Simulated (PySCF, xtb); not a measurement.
In(H)(F)(OEt) (C2H6FInO), SMILES CC[O][InH][F]. One conformer was computed; it need not be the lowest.

Harmonic wavenumbers (cm⁻¹) from GFN2-xTB (xtb) at its own minimum, in rising order: 56, 70, 93, 198, 261, 279, 321, 338, 400, 460, 820, 920, 1070, 1082, 1137, 1237, 1317, 1383, 1449, 1459, 1470, 1569, 2812, 2892, 2919, 3017, 3030.

Problem. What does PBE-D3(BJ)/def2-SVP in PySCF give at its own minimum? (The exact figures need the calculation; the answer reports its results.)

Solution. 62, 94, 125, 187, 312, 364, 381, 448, 514, 564, 791, 881, 1069, 1093, 1125, 1251, 1317, 1349, 1411, 1427, 1442, 1804, 2909, 2954, 2958, 3051, 3057. Paired by order, the mean absolute difference is 49 cm⁻¹ and the zero-point energies are 45.8 and 47.1 kcal/mol.
